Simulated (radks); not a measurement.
The numbers below are computed, except where a source is named.
Sb II, 50 electrons, occupied as [Kr] 4d10 5s2 5p2.

Code: a radial shooting solver on a logarithmic mesh with Libxc functionals. Model: non-relativistic Kohn-Sham, PBE, spin-polarised, spherical densities, point nucleus; open shells are filled with parallel spins first (spin-orbit coupling, left out, can overturn this in heavy ions); relativity is left out, which matters for an element this heavy.

Energy parts (hartree):
total: -6315.11510
kinetic: 6312.71886
electron-nucleus: -14991.94983
Hartree: 2529.59161
exchange-correlation: -165.47573

Orbitals (lengths in bohr, moments of r in powers of bohr; r(max) is where P^2 peaks; r(90%) holds 90 % of the orbital's charge):
orbital  occ.  eigenvalue (hartree)   r(max)  r(90%)
1s up       1             -1072.316  0.01975  0.0530
1s down     1             -1072.314  0.01975  0.0530
2s up       1             -159.6184   0.1093   0.198
2s down     1             -159.6178   0.1093   0.198
2p up       3             -149.5731  0.08549   0.178
2p down     3             -149.5717  0.08549   0.178
3s up       1             -31.44905   0.3127   0.504
3s down     1             -31.44757   0.3127   0.504
3p up       3             -27.27930   0.2992   0.502
3p down     3             -27.27758   0.2992   0.502
3d up       5             -19.54107   0.2449   0.480
3d down     5             -19.53948   0.2449   0.480
4s up       1              -5.37355   0.7497    1.19
4s down     1              -5.36979   0.7498    1.19
4p up       3              -3.96275   0.7741    1.27
4p down     3              -3.95861   0.7742    1.27
4d up       5              -1.60539   0.8431    1.58
4d down     5              -1.59750   0.8428    1.56
5s up       1              -0.74173    1.963    3.27
5s down     1              -0.68656    1.936    3.27
5p up       2              -0.46464    2.286    3.95
5p down     0              -0.40715    2.267    4.03

The highest occupied level is 5p up at -12.643 eV. The electron density at the nucleus is 9.347e+04 e/bohr^3. For comparison, the ionisation energy in NIST's Atomic Spectra Database is 16.63 eV (measured). In exact Kohn-Sham theory the highest level is minus the ionisation energy, but local and semilocal functionals leave it too shallow, through self-interaction and a potential that decays too fast; potentials with the right tail come closer. The spin density at the nucleus is -0.7599 e/bohr^3 (1s -0.0844, 2s 0.0229, 3s 0.0121, 4s 0.0330, 5s -0.7436).
